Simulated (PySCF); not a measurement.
PySCF input file for C3H8O2Si, SMILES OC[SiH]1COC1, TDA-PBE/def2-SVPD. Geometry: r2SCAN-D4/def2-SVP. This is a generated structure with no PubChem entry under its InChIKey; it may be hypothetical. Other conformers were not sampled.

```python
import numpy as np
from pyscf import gto, scf, dft, tdscf

mol = gto.M(
    atom='''
    O     2.66498893   -0.03579659    0.52992337
    C     1.76453929    0.07883702   -0.57314932
    Si    0.02377789    0.44005158    0.08959426
    C    -1.06629898   -0.94769148    0.79947685
    O    -2.18373706   -0.46381114    0.01568848
    C    -1.56489144    0.39673746   -0.96723488
    H     2.72041911    0.83337082    0.94966981
    H     2.10368138    0.82586391   -1.32183397
    H     1.77607634   -0.89406416   -1.09308222
    H     0.15183771    1.63939127    0.98057056
    H    -0.77522032   -1.97649322    0.50309732
    H    -1.32450605   -0.96378020    1.87166415
    H    -2.16258267    1.31290615   -1.11271676
    H    -1.47270423   -0.10835294   -1.95113916
    ''',
    basis='def2-SVPD',
    charge=0,
    spin=0,
    max_memory=1600,
    verbose=4,
)
mf = dft.RKS(mol, xc='pbe').density_fit(auxbasis='def2-universal-jkfit')
mf.grids.level = 3
mf.conv_tol = 1e-9
mf.max_cycle = 100
mf.kernel()
mf.grids = dft.Grids(mol).set(level=1).build(with_non0tab=True)  # coarser grid for the response kernel
td = tdscf.TDA(mf)
td.singlet = True
td.nstates = 10
td.conv_tol = 1e-4
td.positive_eig_threshold = 1e-6
td.kernel(x0=td.get_init_guess(mf, 15))
td.analyze()
tt = tdscf.TDA(mf)
tt.singlet = False
tt.nstates = 4
tt.conv_tol = 1e-4
tt.positive_eig_threshold = 1e-6
tt.kernel(x0=tt.get_init_guess(mf, 9))
tt.analyze(verbose=3)
```

Log of the run:

```
PySCF version 2.14.0

[INPUT] verbose = 4
[INPUT] num. atoms = 14
[INPUT] num. electrons = 56
[INPUT] charge = 0
[INPUT] spin (= nelec alpha-beta = 2S) = 0
[INPUT] symmetry False subgroup None
[INPUT] Mole.unit = angstrom
[INPUT] Symbol           X                Y                Z      unit          X                Y                Z       unit  Magmom
[INPUT]  1 O      2.664988930000  -0.035796590000   0.529923370000 AA    5.036099202698  -0.067645751293   1.001410036307 Bohr   0.0
[INPUT]  2 C      1.764539290000   0.078837020000  -0.573149320000 AA    3.334495994134   0.148980376277  -1.083095243281 Bohr   0.0
[INPUT]  3 Si     0.023777890000   0.440051580000   0.089594260000 AA    0.044933699920   0.831576966882   0.169308613733 Bohr   0.0
[INPUT]  4 C     -1.066298980000  -0.947691480000   0.799476850000 AA   -2.015013039103  -1.790877347784   1.510792289430 Bohr   0.0
[INPUT]  5 O     -2.183737060000  -0.463811140000   0.015688480000 AA   -4.126664971463  -0.876476028122   0.029646930511 Bohr   0.0
[INPUT]  6 C     -1.564891440000   0.396737460000  -0.967234880000 AA   -2.957216236276   0.749725142756  -1.827809021327 Bohr   0.0
[INPUT]  7 H      2.720419110000   0.833370820000   0.949669810000 AA    5.140847061933   1.574842610004   1.794615849668 Bohr   0.0
[INPUT]  8 H      2.103681380000   0.825863910000  -1.321833970000 AA    3.975381661547   1.560656606062  -2.497904185447 Bohr   0.0
[INPUT]  9 H      1.776076340000  -0.894064160000  -1.093082220000 AA    3.356297858920  -1.689536400189  -2.065626027432 Bohr   0.0
[INPUT] 10 H      0.151837710000   1.639391270000   0.980570560000 AA    0.286931687281   3.098000511303   1.853009804211 Bohr   0.0
[INPUT] 11 H     -0.775220320000  -1.976493220000   0.503097320000 AA   -1.464954090998  -3.735030872860   0.950716148803 Bohr   0.0
[INPUT] 12 H     -1.324506050000  -0.963780200000   1.871664150000 AA   -2.502953684829  -1.821280622279   3.536932640667 Bohr   0.0
[INPUT] 13 H     -2.162582670000   1.312906150000  -1.112716760000 AA   -4.086688968031   2.481033050757  -2.102729930613 Bohr   0.0
[INPUT] 14 H     -1.472704230000  -0.108352940000  -1.951139160000 AA   -2.783007657188  -0.204757381391  -3.687118643314 Bohr   0.0

nuclear repulsion = 304.358585792057
number of shells = 84
number of NR pGTOs = 278
number of NR cGTOs = 194
basis = def2-SVPD
ecp = {}


******** <class 'pyscf.df.df_jk.DFRKS'> ********
method = DFRKS
initial guess = minao
damping factor = 0
level_shift factor = 0
DIIS = <class 'pyscf.scf.diis.CDIIS'>
diis_start_cycle = 1
diis_space = 8
diis_damp = 0
SCF conv_tol = 1e-09
SCF conv_tol_grad = None
SCF max_cycles = 100
direct_scf = False
XC library pyscf.dft.libxc version 7.1.2
    S. Lehtola, C. Steigemann, M. J. T. Oliveira, and M. A. L. Marques,  SoftwareX 7, 1–5 (2018)
XC functionals = pbe
    J. P. Perdew, K. Burke, and M. Ernzerhof,  Phys. Rev. Lett. 77, 3865 (1996)
    J. P. Perdew, K. Burke, and M. Ernzerhof,  Phys. Rev. Lett. 78, 1396 (1997)
    J. P. Perdew, K. Burke, and M. Ernzerhof,  Phys. Rev. Lett. 77, 3865 (1996)
    J. P. Perdew, K. Burke, and M. Ernzerhof,  Phys. Rev. Lett. 78, 1396 (1997)
radial grids:
    Treutler-Ahlrichs [JCP 102, 346 (1995); DOI:10.1063/1.469408] (M4) radial grids

becke partition: Becke, JCP 88, 2547 (1988); DOI:10.1063/1.454033
pruning grids: <function nwchem_prune>
grids dens level: 3
symmetrized grids: False
atomic radii adjust function: <function treutler_atomic_radii_adjust>
small_rho_cutoff = 0
Set gradient conv threshold to 3.16228e-05
Initial guess from minao.
tot grids = 168168
init E= -558.633505440793
  HOMO = -0.310823570239076  LUMO = -0.067582174209782  gap/eV = 6.61894
cycle= 1 E= -558.121891097461  delta_E= 0.512  |g|= 0.851  |ddm|= 4.83
  HOMO = -0.0598285151805396  LUMO = -0.0099121566674123  gap/eV = 1.35829
cycle= 2 E= -557.392609714802  delta_E= 0.729  |g|= 2.04  |ddm|= 2.81
  HOMO = -0.20899451940179  LUMO = -0.0259162487475537  gap/eV = 4.98181
cycle= 3 E= -558.269633223389  delta_E= -0.877  |g|= 0.199  |ddm|=  2.1
  HOMO = -0.207255057998086  LUMO = -0.033671988291502  gap/eV = 4.72344
cycle= 4 E= -558.27580227725  delta_E= -0.00617  |g|= 0.12  |ddm|= 0.314
  HOMO = -0.209096962275316  LUMO = -0.0307286772156736  gap/eV = 4.85365
cycle= 5 E= -558.278764464751  delta_E= -0.00296  |g|= 0.0336  |ddm|= 0.134
  HOMO = -0.206571425836249  LUMO = -0.0304598520891224  gap/eV = 4.79224
cycle= 6 E= -558.278950930697  delta_E= -0.000186  |g|= 0.0147  |ddm|= 0.0394
  HOMO = -0.207689104455544  LUMO = -0.030468113501966  gap/eV = 4.82243
cycle= 7 E= -558.278998422779  delta_E= -4.75e-05  |g|= 0.00172  |ddm|= 0.015
  HOMO = -0.207612908009143  LUMO = -0.0305422588352187  gap/eV = 4.81834
cycle= 8 E= -558.278999004561  delta_E= -5.82e-07  |g|= 0.000848  |ddm|= 0.00312
  HOMO = -0.207668743960788  LUMO = -0.0305336370552083  gap/eV = 4.82009
cycle= 9 E= -558.2789991929  delta_E= -1.88e-07  |g|= 0.00021  |ddm|= 0.00115
  HOMO = -0.207670668283979  LUMO = -0.0305348541877994  gap/eV = 4.82011
cycle= 10 E= -558.278999204726  delta_E= -1.18e-08  |g|= 4.81e-05  |ddm|= 0.000343
  HOMO = -0.207675505577528  LUMO = -0.0305371546388131  gap/eV = 4.82018
cycle= 11 E= -558.278999205355  delta_E= -6.29e-10  |g|= 1.78e-05  |ddm|= 9.94e-05
  HOMO = -0.207670858293527  LUMO = -0.0305354979868677  gap/eV = 4.82010
Extra cycle  E= -558.278999205198  delta_E= 1.57e-10  |g|= 3.31e-05  |ddm|= 6.11e-05
converged SCF energy = -558.278999205198
tot grids = 52088
Overwritten attributes  positive_eig_threshold  of <class 'pyscf.tdscf.rks.TDA'>


******** <class 'pyscf.tdscf.rks.TDA'> for <class 'pyscf.df.df_jk.DFRKS'> ********
nstates = 10 singlet
deg_eia_thresh = 1.000e-03
wfnsym = None
conv_tol = 0.0001
eigh lindep = 1e-12
eigh level_shift = 0
eigh max_cycle = 100


Excitation energies (eV)
[4.86529181 5.22494359 5.46222998 5.72564935 5.72910173 6.12549407
 6.22129439 6.31922878 6.41233367 6.59648118]

** Singlet excitation energies and oscillator strengths **
Excited State   1:      4.86529 eV    254.83 nm  f=0.0043
      28 -> 29       -0.70244
Excited State   2:      5.22494 eV    237.29 nm  f=0.0008
      28 -> 30        0.70312
Excited State   3:      5.46223 eV    226.98 nm  f=0.0081
      27 -> 29        0.69638
Excited State   4:      5.72565 eV    216.54 nm  f=0.0030
      27 -> 30        0.59780
      28 -> 31        0.36748
Excited State   5:      5.72910 eV    216.41 nm  f=0.0099
      27 -> 30        0.36668
      28 -> 31       -0.59869
Excited State   6:      6.12549 eV    202.41 nm  f=0.0168
      28 -> 32        0.66980
      28 -> 33        0.19120
Excited State   7:      6.22129 eV    199.29 nm  f=0.0006
      27 -> 31        0.70160
Excited State   8:      6.31923 eV    196.20 nm  f=0.0011
      28 -> 32        0.18658
      28 -> 33       -0.67440
Excited State   9:      6.41233 eV    193.35 nm  f=0.0060
      25 -> 29        0.27118
      26 -> 29        0.63920
Excited State  10:      6.59648 eV    187.96 nm  f=0.0040
      27 -> 32        0.60012
      28 -> 34       -0.35201

** Transition electric dipole moments (AU) **
state          X           Y           Z        Dip. S.      Osc.
  1         0.1489      0.0038      0.1165      0.0357      0.0043
  2         0.0568      0.0547     -0.0075      0.0063      0.0008
  3        -0.2392      0.0276     -0.0527      0.0607      0.0081
  4        -0.1316     -0.0490      0.0380      0.0211      0.0030
  5        -0.2205      0.0907      0.1155      0.0702      0.0099
  6        -0.0945     -0.2892     -0.1381      0.1116      0.0168
  7        -0.0355      0.0202      0.0495      0.0041      0.0006
  8        -0.0709      0.0406      0.0227      0.0072      0.0011
  9        -0.1741     -0.0784      0.0379      0.0379      0.0060
 10        -0.0403      0.0518      0.1421      0.0245      0.0040

** Transition velocity dipole moments (imaginary part, AU) **
state          X           Y           Z        Dip. S.      Osc.
  1         0.0220      0.0026     -0.0047      0.0005      0.0019
  2         0.0165     -0.0152     -0.0100      0.0006      0.0021
  3        -0.0377     -0.0132      0.0314      0.0026      0.0086
  4        -0.0264     -0.0146      0.0161      0.0012      0.0037
  5        -0.0263      0.0009      0.0208      0.0011      0.0036
  6        -0.0286     -0.0560     -0.0294      0.0048      0.0143
  7        -0.0089      0.0092      0.0104      0.0003      0.0008
  8        -0.0044     -0.0162     -0.0232      0.0008      0.0024
  9        -0.0366     -0.0228      0.0225      0.0024      0.0067
 10        -0.0314      0.0099      0.0289      0.0019      0.0053

** Transition magnetic dipole moments (imaginary part, AU) **
state          X           Y           Z
  1        -0.3308      0.2016      0.3484
  2         0.2149     -0.1842     -0.3989
  3        -0.0334      0.3118     -0.2699
  4         0.0069     -0.3114      0.1930
  5         0.0510     -0.1760     -0.2577
  6        -0.1374      0.2094     -0.1436
  7         0.0991     -0.0693      0.1654
  8        -0.3240      0.5353     -0.2812
  9        -0.2985      0.6593      0.5363
 10         0.0157      0.0179     -0.0341


******** <class 'pyscf.tdscf.rks.TDA'> for <class 'pyscf.df.df_jk.DFRKS'> ********
nstates = 4 triplet
deg_eia_thresh = 1.000e-03
wfnsym = None
conv_tol = 0.0001
eigh lindep = 1e-12
eigh level_shift = 0
eigh max_cycle = 100


Excitation energies (eV)
[4.74139082 5.07975888 5.16238516 5.5717778 ]

** Triplet excitation energies and oscillator strengths **
Excited State   1:      4.74139 eV    261.49 nm  f=0.0000
Excited State   2:      5.07976 eV    244.07 nm  f=0.0000
Excited State   3:      5.16239 eV    240.17 nm  f=0.0000
Excited State   4:      5.57178 eV    222.52 nm  f=0.0000
```

Self-consistency was reached.

Cost: very roughly 80 core-seconds.
